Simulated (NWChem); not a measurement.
System: HfNHF$_{2}$; SMILES [NH]=[Hf]([F])[F]

```xyz
5

Hf     0.0889     0.0346    -0.1823
N     -0.6497    -1.5700     0.2400
H     -1.0243    -2.4118     0.6632
F      1.9520     0.1000     0.3324
F     -0.9707     1.4937     0.5166
```
Atoms are numbered in this order, from 1.

Level: PBE0/def2-SVP with def2 effective core potentials on Hf (NWChem), optimised geometry, unscaled harmonic frequencies. def2 effective core potentials on Hf; no spin-orbit coupling.

```tsv
frequency (cm⁻¹)	IR intensity (km/mol)
109	28.8
182	9.3
217	4.2
496	207.1
640	99.0
641	110.7
684	168.3
934	107.0
3674	85.9
```

| Item | Value |
|---|---|
| zero-point energy | 10.8 kcal/mol |
| thermal correction to the enthalpy at 298.15 K (with zero-point energy) | 14.8 kcal/mol |
| heat capacity Cv | 16.0 cal/(mol K) |
| entropy at 298.15 K and 1 atm (symmetry number 1) | 77.6 cal/(mol K) |

Rigid rotor and harmonic oscillator.
